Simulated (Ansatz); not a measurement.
Calculated with Ansatz (gas phase, PBE0-D4/def2-TZVP geometries, no zero-point term in ΔE). CBS: MP2 limit from def2 TZ/QZ plus the TZ coupled-cluster correction, frozen cores. This one scheme is used for every species. DFT in def2-TZVPP. Each species was taken in one conformer, which may not be the lowest.

`N[SiH](N)S` → NH₃ + `N[Si]S`  (silylene formation by 1,1-elimination)

```
             level  ΔE (kJ/mol)
               PBE        158.6
     HF/def2-TZVPP        185.6
   CCSD/def2-TZVPP        180.3
CCSD(T)/def2-TZVPP        178.6
```

(1) What does CCSD(T)/CBS give? (Best estimate.)

(2) What do rigid-rotor, harmonic-oscillator terms from PBE0-D4/def2-TZVP frequencies (298.15 K, 1 bar) make of the CCSD(T)/CBS value? (An estimate is asked.)

Largest T1 diagnostic among the species: 0.014.

Results:

(1) Computed: +183.5 kJ/mol. The listed levels differ from it by -24.9, 2.1, -3.2, -4.9 kJ/mol.

(2) Ansatz gave: ΔZPE = -1.8 kJ/mol, ΔH = +185.6 kJ/mol, ΔS = 148 J/(mol·K), ΔG = +141.5 kJ/mol.

The D4 term adds +12.6 kJ/mol with B3LYP and +6.9 kJ/mol with PBE0; it sums over pairs of atoms, weighted by their polarisabilities, and B3LYP, whose exchange is more repulsive, gets the larger term. From r2SCAN to r2SCAN0 (25 % exact exchange), in def2-TZVPP and without D4, ΔE moves by +8.2 kJ/mol. Leaving LDA and LC-ωPBE aside and taking each functional with its dispersion term where it has one, the values, not all of them listed here, spread over 43.0 kJ/mol, from BLYP-D4 to r2SCAN0-D4. LDA lies +35.8 kJ/mol from PBE without D4.

B3LYP here is the variant with VWN-RPA as its local correlation; programs differ in this.
